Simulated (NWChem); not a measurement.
## Correlation energy of HSe

SMILES: [SeH]
```xyz
2

Se     0.0000     0.0000     0.0421
H      0.0000     0.0000    -1.4314
```
Charge 0, spin multiplicity 2.

The numbers come from NWChem runs, not from measurements. All single points use one geometry, from UPBE0/def2-SVP, a minimum by its harmonic frequencies.

Basis set: def2-SVP. Each correlation energy counts from its own Hartree-Fock reference.

The Hamiltonian is non-relativistic. The correlated methods keep 9 core orbitals frozen. The structure started from a generated list of species. The unpaired electrons of the parent sit in orbitals of symmetry b1 (C2v labels of the run); other states weren't searched. No SCF solution was tested for a lower state. Open-shell Hartree-Fock references start from PBE0 orbitals. Coupled-cluster values serve here as a point of comparison, not as the truth.

Problem. One of these methods gave a correlation energy of -216.5 mHa. Which?
A) UMP2
B) CCSD on UHF
C) SCS-UMP2
D) CCSD[T] on UHF

Solution. A, UMP2. The others give -203.3 (SCS-UMP2), -227.1 (CCSD on UHF), -231.9 (CCSD[T] on UHF).
